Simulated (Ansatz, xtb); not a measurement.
## C4H2Br2F2: which of two isomers lies lower

Structure a: `FC1=C(F)C(Br)(Br)C1`, a singlet. Structure b: `FC(F)(Br)C#CCBr`, a singlet. Both are isolated molecules in the gas phase, relaxed with B3LYP-D3(BJ)/def2-SVP.

a (Å):

```xyz
10

C     0.4157    0.7385   -1.1018
C    -0.8406    0.3204   -0.8826
C    -0.7938    0.6542    0.5661
C     0.6795    1.1486    0.3257
Br   -2.0401    2.0650    1.1261
Br   -0.9439   -0.8890    1.7717
F     1.1997    0.7990   -2.1552
F    -1.8125   -0.1962   -1.5964
H     0.8176    2.2248    0.5044
H     1.4348    0.5617    0.8681
```

b (Å):

```xyz
10

C     1.0653    2.3426   -0.4349
C     0.0897    1.2965   -0.1694
C    -0.7128    0.4174    0.0519
C    -1.6616   -0.6380    0.3158
Br    2.8775    1.5517   -0.5335
Br   -0.7829   -2.4048    0.4536
F     1.0697    3.2737    0.5322
F     0.8197    2.9662   -1.5982
H    -2.1829   -0.4822    1.2697
H    -2.4002   -0.7277   -0.4918
```

Quicker runs give these differences E(b) − E(a): GFN2-xTB +27.4 kJ/mol; HF/STO-3G +72.6 kJ/mol (at GFN2-xTB geometries); r2SCAN-D4/def2-SVP +31.8 kJ/mol (at GFN2-xTB geometries).

Estimate E(b) − E(a) at the level CCSD(T)/def2-SVP + ΔMP2/def2-TZVPP.

Calculated at CCSD(T)/def2-SVP + ΔMP2/def2-TZVPP: E(b) − E(a) = +17.9 kJ/mol, so structure a lies lower.

Level by level:

| level | geometry | E(b) − E(a) (kJ/mol) | departure from the last row (kJ/mol) | job, with rough time for the two |
| --- | --- | --- | --- | --- |
| GFN2-xTB | GFN2-xTB | +27.4 | +9.5 | optimisation, 0.22 s |
| HF/STO-3G | GFN2-xTB | +72.6 | +54.7 | single point, 1.2 s |
| r2SCAN-D4/def2-SVP | GFN2-xTB | +31.8 | +13.9 | single point, 8.1 s |
| B3LYP-D3(BJ)/def2-SVP | B3LYP-D3(BJ)/def2-SVP | +22.8 | +4.9 | optimisation, 64 s |
| HF/def2-SVP | B3LYP-D3(BJ)/def2-SVP | −8.0 | −25.9 | part of the CCSD(T) run |
| MP2/def2-SVP | B3LYP-D3(BJ)/def2-SVP | +16.5 | −1.4 | part of the CCSD(T) run |
| CCSD(T)/def2-SVP | B3LYP-D3(BJ)/def2-SVP | +15.8 | −2.1 | single point |
| CCSD(T)/def2-SVP + ΔMP2/def2-TZVPP | B3LYP-D3(BJ)/def2-SVP | +17.9 |  | single point, 5.1 min |

As drawn, b has 1 C≡C in place of 1 C=C, 1 C–C. Structure a has a 4-membered ring, b no ring.

HF/def2-SVP puts the two in the other order. The largest departure from CCSD(T)/def2-SVP + ΔMP2/def2-TZVPP is that of HF/STO-3G, 54.7 kJ/mol. The last row adds to CCSD(T) the change of the MP2 difference between the two basis sets, here +2.1 kJ/mol.

With thermal terms from frequencies at re-optimised GFN2-xTB minima (ideal gas, soft modes damped towards free rotors, one conformer each, 298.15 K, 1 atm): the zero-point term adds −5.9 kJ/mol; ΔH is +14.8 and ΔG +6.0 kJ/mol.

The correlated steps freeze 24 core orbitals; the filled d shell of Br is correlated, in a basis made for valence electrons. Codes used: Ansatz 0.2.0, xtb 6.7.1; the last row on 4 threads of Arm Neoverse N1 on a shared host.
